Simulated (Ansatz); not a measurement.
Consider the ligand exchange at the Sn–C bond: `C#[C][SnH2][CH3]` + `N=CO` → `[CH3][SnH2][O]C=N` + acetylene.

Calculated with Ansatz (gas phase, PBE0-D4/def2-TZVP geometries, no zero-point term in ΔE). CCSD(T)/CBS is the MP2 limit (def2-TZVPP, def2-QZVPP) plus CCSD(T) − MP2 in def2-TZVPP, frozen cores. This one scheme is used for every species. Functionals use def2-TZVPP. Elements past krypton have def2 core potentials. For Sn outer-core shells are correlated without core-valence functions, which leaves a few kJ/mol of doubt a bond. Each species was taken in one conformer, which may not be the lowest.

```
        level  ΔE (eV)
      PBE0-D4     0.05
HF/def2-TZVPP     0.09
```

Problem. What does CCSD(T)/CBS give? (An estimate is asked.)

Solution. Computed: -0.02 eV. The listed levels differ from it by 0.07, 0.11 eV.

Largest T1 diagnostic among the species: 0.014.

The D4 term adds −0.06 eV with B3LYP and −0.03 eV with PBE0; it sums over pairs of atoms, weighted by their polarisabilities, and B3LYP, whose exchange is more repulsive, gets the larger term. From PBE to PBE0 (25 % exact exchange), in def2-TZVPP and without D4, ΔE moves by +0.06 eV.

B3LYP here is the variant with VWN-RPA as its local correlation; programs differ in this.
